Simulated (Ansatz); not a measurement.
`NB(O)F` + H₂Te → `NB(F)[TeH]` + H₂O at 700 K and 1 bar (ligand exchange at a B–O bond).

Program: Ansatz. Geometries: PBE0-D4/def2-TZVP. ΔE: electronic, gas phase. CCSD(T)/CBS is the MP2 limit (def2-TZVPP, def2-QZVPP) plus CCSD(T) − MP2 in def2-TZVPP, frozen cores. This one scheme is used for every species. Elements past krypton have def2 core potentials. For Te outer-core shells are correlated without core-valence functions, which leaves a few kJ/mol of doubt a bond. One conformer a species, not always the lowest.

| species | CCSD(T)/CBS energy (Eh) | H − E (kJ/mol) | S (J/(mol·K)) |
| --- | --- | --- | --- |
| `NB(O)F` | -256.43442 | 180.9 | 362.1 |
| H₂Te | -268.91024 | 57.2 | 261.6 |
| `NB(F)[TeH]` | -448.93912 | 166.0 | 409.1 |
| H₂O | -76.37941 | 80.5 | 218.4 |

H − E and S are ideal-gas, rigid-rotor, harmonic terms from PBE0-D4/def2-TZVP, for one conformer and one mirror image of each species. 1 Eh = 2625.50 kJ/mol, R = 8.31446 J/(mol·K).

Question: By hand: ΔE, ΔH, ΔS and ΔG.

Answer: ΔE = (-448.93912) + (-76.37941) − (-256.43442) − (-268.91024) = 0.02613 Eh = 68.6 kJ/mol. Δ(H − E) = 166.0 + 80.5 − 180.9 − 57.2 = 8.4, so ΔH = 77.0 kJ/mol. ΔS = 409.1 + 218.4 − 362.1 − 261.6 = 3.8 J/(mol·K). ΔG = 77.0 − 700 × (3.8)/1000 = 74.3 kJ/mol.

Question: By hand: the equilibrium constant, and the temperature at which ΔG would vanish if ΔH and ΔS stayed fixed.

Answer: log₁₀ K = −ΔG/(RT ln 10) = -5.5. ΔG = 0 at ΔH/ΔS = 20263 K, far beyond where these terms or the molecules hold.

The number of gas molecules stays the same, so ΔS is small and ΔH decides. A doubt of 5 kJ/mol in ΔE shifts log₁₀ K by 0.4 here. Other conformers and mirror images would add mixing entropy, several J/(mol·K) or more a flexible species. These are equilibria of isolated gas molecules and say nothing of rates. Largest T1 diagnostic: 0.012 (customary marks: 0.02 for closed shells, 0.045 for open ones).
